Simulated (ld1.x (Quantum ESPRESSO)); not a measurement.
## scandium (Sc), TM: configuration errors across variants

- Element: scandium (Sc)
- Generator: ld1.x (Quantum ESPRESSO) 7.5
- Type: norm-conserving Troullier–Martins (Kleinman–Bylander form)
- Functional: PBEsol
- Relativity: scalar-relativistic
- Frozen core: [Ar]
- Valence charge: 3
- Reference configuration: 3d1 4s0 4p0 (charge +2)
- Partial waves: 4s (bound, empty): rc 2.45 bohr; 3d (bound): rc 1.50 bohr; 4p (bound, empty): rc 2.90 bohr
- Local potential: the p channel
- Core correction: Bessel-smoothed model core, default radius (core density twice the valence density)

All-electron excitation energies from the reference (eV): (1) 3d1 4s2 4p0 -19.554; (2) 3d1 4s1 4p0 -12.651; (3) 3d1 4s1.5 4p0 -16.796; (4) 3d0 4s2 4p1 -16.065; (5) 3d2 4s1 4p0 -17.890; (6) 3d1 4s0 4p1 -9.229; (7) 3d0 4s2 4p0 -11.158.

2 further variants failed, have other tests or too few solved ones, and are left out.

A true bound ghost makes a file unfit for plane-wave use even where its test errors are small: the radial tests pick states by their node count and pass the ghost by. Where a test does run into it, the solver fails or the error is huge.

Errors AE − PS in meV (a dash: test not solved or not reliable):

| change | (1) | (2) | (3) | (4) | (5) | (6) | (7) | bound ghosts |
| --- | --- | --- | --- | --- | --- | --- | --- | --- |
| base | -244 | -60 | -143 | -475 | -515 | +1.6 | -449 | s |
| wave 4p (bound): rc 2.90 bohr becomes 4p (bound): rc 2.06 bohr | -9.9 | -7.8 | -9.9 | -328 | -201 | +21 | -430 | s |
| wave 4p (bound): rc 2.90 bohr becomes 4p (bound): rc 2.38 bohr | -24 | -12 | -19 | -423 | -241 | +6.7 | -435 | s |
| wave 4p (bound): rc 2.90 bohr becomes 4p (bound): rc 2.86 bohr | -244 | -60 | -143 | -475 | -515 | +1.6 | -449 | s |

**Question.** Give the same row for: wave 4p (bound): rc 2.90 bohr becomes 4p (bound): rc 4.22 bohr.

**Answer.** –, –, –, -477, –, -0.2, -478; bound ghosts: s. Not counted: 3d2 4s1 4p0 (solver errors, printed error -39.7 eV); 3d1 4s1 4p0 (solver errors, printed error -25.1 eV); 2 more.
